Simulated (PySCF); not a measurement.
C3H3BFNO, SMILES FB1N=CC=CO1.

Geometry optimised at B3LYP-D3(BJ)/def2-SVP. This is a generated structure with no PubChem entry under its InChIKey; it may be hypothetical.

Two levels are set side by side: PBE/def2-TZVP (PySCF) and r2SCAN/def2-TZVP (PySCF). Same geometry, gas phase. Differences are taken from unrounded values.

```tsv
quantity	r2SCAN	PBE	PBE minus r2SCAN
orbital gap (eV)	3.55	3.11	-0.44
highest occupied level (eV)	-6.29	-5.98	0.31
lowest empty level (eV)	-2.74	-2.87	-0.13
dipole moment (D)	4.04	3.94	-0.10
mean polarisability (bohr³)	54.4	55.7	1.3
```

Rough cost on one machine, each run with all the roots and properties that it gave: r2SCAN against PBE about 4 times.
